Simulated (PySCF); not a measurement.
Cs(F) cation (CsF), SMILES [Cs][F] (connectivity only; charge and spin as stated), charge +1, multiplicity 2.

Coordinates come from a PBE0-D3(BJ)/def2-TZVPD optimisation. The multiplicity is an assumed one; other spin states were not compared. The def2 effective core potentials stand for the cores of Cs; spin–orbit coupling is left out.

Method: M06-2X/def2-TZVPD (PySCF).

Isolated molecule, no solvent.

Computed frontier levels, dipole moment and polarisability:
| Quantity | Result |
|---|---|
| α spin, highest occupied and lowest empty level | -20.16 and -4.81 eV |
| β spin, highest occupied and lowest empty level | -19.09 and -8.96 eV |
| dipole moment about the centre of nuclear charge | 1.99 D |
| mean static polarisability | 19.4 bohr³ (2.87 Å³) |
| polarisability, principal values | 18.6, 18.9, 20.6 bohr³ |
| ⟨S²⟩ | 0.752 (pure state 0.75) |
